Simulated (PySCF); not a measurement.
Compound: C6H12O2SSi.
Numbering: `[CH3:1][C:2](=[O:3])[C@@H:4]1[CH2:5][C@@:6]1([SiH3:7])[S@:8]([CH3:9])=[O:10]`

Cartesian coordinates in Å at the GFN2-xTB level; atoms count from 1:
```xyz
22
C6H12O2SSi angstrom
C      2.3252   -1.1468    1.4393
C      1.5326   -0.1157    0.6877
O      1.6221    1.0760    0.9263
C      0.6191   -0.5980   -0.3493
C      0.7382    0.0369   -1.7201
C     -0.3764    0.4287   -0.8280
Si    -0.3691    2.1501   -0.0367
S     -1.9941   -0.2702   -1.3137
C     -2.6182   -0.4518    0.4136
O     -1.7042   -1.6353   -1.7721
H      1.6464   -1.7412    2.0497
H      2.8228   -1.8179    0.7426
H      3.0575   -0.6664    2.0829
H      0.3403   -1.6449   -0.3353
H      0.5218   -0.6174   -2.5540
H      1.5480    0.7324   -1.8862
H     -1.6276    2.7068   -0.5872
H     -0.5784    2.0931    1.4067
H      0.7132    2.9681   -0.5574
H     -3.5685   -0.9737    0.3629
H     -2.7503    0.5388    0.8316
H     -1.9108   -1.0319    0.9957
```

NICS is the negative of the GIAO shielding at a point without a nucleus: at the ring centre (0) and 1 Å above and below it (1); zz is the component along the ring normal. Level: GIAO PBE0/pcSseg-1 (PySCF, non-relativistic, gas phase) on the GFN2-xTB geometry, one conformer.

Ring bond lengths (Å), with Mayer bond orders in brackets: C4–C5 1.515 (0.89), C5–C6 1.480 (0.97), C6–C4 1.508 (0.84).

What do the NICS probes read (ppm)?

| ring | type | NICS(0) | NICS(1), two faces | NICS(1)zz, two faces | rms pucker (Å) | centre to ring atoms, mean (Å) |
| --- | --- | --- | --- | --- | --- | --- |
| C4–C5–C6 | 3-membered carbocycle; formal bonds all single | -45.7 | -8.1 / -10.3 | -22.5 / -25.5 | 0.00 | 0.87 |

What can be read from them?

- C4–C5–C6: mean NICS(1)zz -24.0 ppm, shielded. C4, C5, C6 have four or more neighbours; no verdict on aromaticity is drawn. NICS(0) lies 36 ppm below the mean NICS(1).

At the second NICS(1) probe listed for ring C4–C5–C6, 1 Å off the ring, how large is the induced field along the normal in 1 T applied along it?

NICSzz × B0 = -25.5 ppm × 1 T = -26 μT, against the applied field.

List the ring angles and the Hirshfeld charges of the ring atoms.

- C4–C5–C6: C4 58.6° (-0.059 e), C5 60.4° (-0.074 e), C6 60.9° (-0.106 e); sum 180.0° against 180° for a flat convex ring.

How shielded are the nuclei of the rings and their hydrogens (means over atoms taken as equivalent)?

```tsv
atoms	environment	σ isotropic (ppm)
C4	sp3 carbon next to a carbonyl	162.0
C5	three-membered-ring carbon	160.5
C6	sp3 carbon bound to sulfur	145.1
H14	methine hydrogen	29.10
H15	methylene hydrogen	29.82
H16	methylene hydrogen	30.74
```
